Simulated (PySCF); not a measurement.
**Which determinant of RbS lies lowest?**

Unrestricted PBE0; Rb def2-SVPD with ECP28, S def2-SVPD; scalar-relativistic core potentials (PySCF 2.14). Outer shells of the fragments: Rb 5s1; S 3s2 3p4.

Followed along the bond (rough minima from three points):

```json
{"2Ms+1": "2", "unpaired": "π ↑", "⟨S²⟩ at the start": "0.75", "R at minimum (Å)": "3.02", "Te (eV)": "0.00"}
{"2Ms+1": "2", "unpaired": "σ ↑", "⟨S²⟩ at the start": "0.75", "R at minimum (Å)": "2.87", "Te (eV)": "0.25"}
{"2Ms+1": "4", "unpaired": "σ ↑, π ↑↑", "⟨S²⟩ at the start": "3.75", "R at minimum (Å)": "none in the scan", "Te (eV)": "≤ 2.68"}
```

Solutions found at the starting distance of 3.045 Å, counted from the lowest of them; the search is not exhaustive and high or unbound solutions are not listed, so other states can lie among these:

```json
{"2Ms+1": "2", "unpaired": "π ↑", "term": "²Π", "E (eV)": "0.00", "⟨S²⟩": "0.75", "⟨Lz²⟩": "1.01", "μ (D)": "-11.18"}
{"2Ms+1": "2", "unpaired": "σ ↑", "term": "²Σ⁺", "E (eV)": "0.30", "⟨S²⟩": "0.75", "⟨Lz²⟩": "0.00", "μ (D)": "-11.88"}
{"2Ms+1": "4", "unpaired": "σ ↑, π ↑↑", "term": "⁴Σ⁻", "E (eV)": "2.85", "⟨S²⟩": "3.75", "⟨Lz²⟩": "0.00", "μ (D)": "1.99"}
{"2Ms+1": "2", "unpaired": "σ ↓, π ↑↑", "term": "mixed", "E (eV)": "2.89", "⟨S²⟩": "1.75", "⟨Lz²⟩": "0.00", "μ (D)": "2.54"}
{"2Ms+1": "4", "unpaired": "σ ↑↑, π ↑", "term": "⁴Π", "E (eV)": "3.00", "⟨S²⟩": "3.75", "⟨Lz²⟩": "1.01", "μ (D)": "2.28"}
{"2Ms+1": "2", "unpaired": "σ ↑, π ↑↓", "term": "mixed", "E (eV)": "3.29", "⟨S²⟩": "1.76", "⟨Lz²⟩": "2.02", "μ (D)": "2.25"}
{"2Ms+1": "4", "unpaired": "π ↑↑↑", "term": "⁴Π", "E (eV)": "4.02", "⟨S²⟩": "3.75", "⟨Lz²⟩": "1.00", "μ (D)": "1.35"}
{"2Ms+1": "4", "unpaired": "σ ↑, π ↑↑", "term": "mixed", "E (eV)": "4.23", "⟨S²⟩": "3.75", "⟨Lz²⟩": "2.01", "μ (D)": "1.60"}
{"2Ms+1": "4", "unpaired": "σ ↑, π ↑↑", "term": "mixed", "E (eV)": "4.29", "⟨S²⟩": "3.75", "⟨Lz²⟩": "2.01", "μ (D)": "2.48"}
```

A term symbol is given only where ⟨S²⟩ and ⟨Lz²⟩ are close to those of a pure state; real π, δ and φ orbitals otherwise mix terms. A positive dipole means Rb(−)S(+).

Q: Compare the gap between the two lowest followed solutions at the starting distance with the gap between their minima.

A: At PBE0 the second solution (doublet, unpaired electrons σ ↑) lies +0.30 eV from the first (doublet, unpaired electrons π ↑) at 3.045 Å and +0.25 eV at the minima; the two curves relax by different amounts, since their minima lie near 2.87 and 3.02 Å.

Spin–orbit coupling is left out. Counting both spins, an empty level lies below a filled one in some of these solutions, because spin and occupation are held.
